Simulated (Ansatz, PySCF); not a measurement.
C3H11FSi2 (SMILES C[SiH2]CC[SiH2]F), singlet, geometry from GFN2-xTB, atoms displaced at random by about 0.03 Å a coordinate. Base run: B3LYP/STO-3G, gradient run with PySCF.

Here is a job for PySCF.
```python
from pyscf import gto, scf, dft

mol = gto.Mole()
mol.atom = '''
    Si    1.842699   -0.354253    0.363227
    F     1.298262    1.010322    1.216466
    C     0.375271   -1.442381    0.079177
    C    -0.572196   -1.058714   -1.121510
    Si   -1.409350    0.630251   -0.977603
    C    -2.204433    0.762082    0.672928
    H     2.812517   -0.855919    1.398257
    H     2.488716    0.175164   -0.749149
    H     0.747534   -2.506388   -0.065551
    H    -0.259119   -1.529390    0.980016
    H    -1.267201   -1.814433   -1.288978
    H     0.107589   -1.079533   -1.976626
    H    -2.376535    0.627202   -1.993536
    H    -0.415743    1.750489   -1.157931
    H    -2.869886    1.702931    0.803162
    H    -2.865193   -0.060587    0.986831
    H    -1.517453    0.899911    1.519113
'''
mol.basis = 'sto-3g'
mol.charge = 0
mol.spin = 0
mol.verbose = 4
mol.build()

mf = dft.RKS(mol)
mf.xc = 'b3lyp'
mf.kernel()
g = mf.nuc_grad_method()
grad = g.kernel()
```

Programs used: Ansatz (a quantum-chemistry and plane-wave program), PySCF; a row that names a program was run with it.

The coordinate followed is x of atom 16.

Variants of this job, named by their change:

```json
[
 {"change": "base", "dE/dx (Eh/bohr)": "-0.003226", "net force (Eh/bohr)": "0.000145"},
 {"change": "conv_tol = 1e-11", "dE/dx (Eh/bohr)": "-0.003227", "net force (Eh/bohr)": "0.000145"},
 {"change": "finite difference step (bohr) = 1e-4; conv_tol = 1e-11", "dE/dx (Eh/bohr)": "-0.003208", "net force (Eh/bohr)": "-"},
 {"change": "grids.level = 5; grid_response = on", "dE/dx (Eh/bohr)": "-0.003225", "net force (Eh/bohr)": "0.000000"},
 {"change": "code = ansatz", "dE/dx (Eh/bohr)": "-0.003225", "net force (Eh/bohr)": "0.000000"},
 {"change": "conv_tol = 1e-4", "dE/dx (Eh/bohr)": "-0.003217", "net force (Eh/bohr)": "0.000145"},
 {"change": "grid_response = on", "dE/dx (Eh/bohr)": "-0.003207", "net force (Eh/bohr)": "0.000000"},
 {"change": "conv_tol = 1e-6", "dE/dx (Eh/bohr)": "-0.003230", "net force (Eh/bohr)": "0.000145"},
 {"change": "density fitting = on", "dE/dx (Eh/bohr)": "-0.003220", "net force (Eh/bohr)": "0.000145"},
 {"change": "grids.level = 1; grid_response = on", "dE/dx (Eh/bohr)": "-0.003259", "net force (Eh/bohr)": "0.000000"},
 {"change": "grids.level = 0; grid_response = on", "dE/dx (Eh/bohr)": "-0.002814", "net force (Eh/bohr)": "0.000000"},
 {"change": "finite difference step (bohr) = 0.2; conv_tol = 1e-11", "dE/dx (Eh/bohr)": "-0.002631", "net force (Eh/bohr)": "-"}
]
```

The net force is zero for an exact gradient.
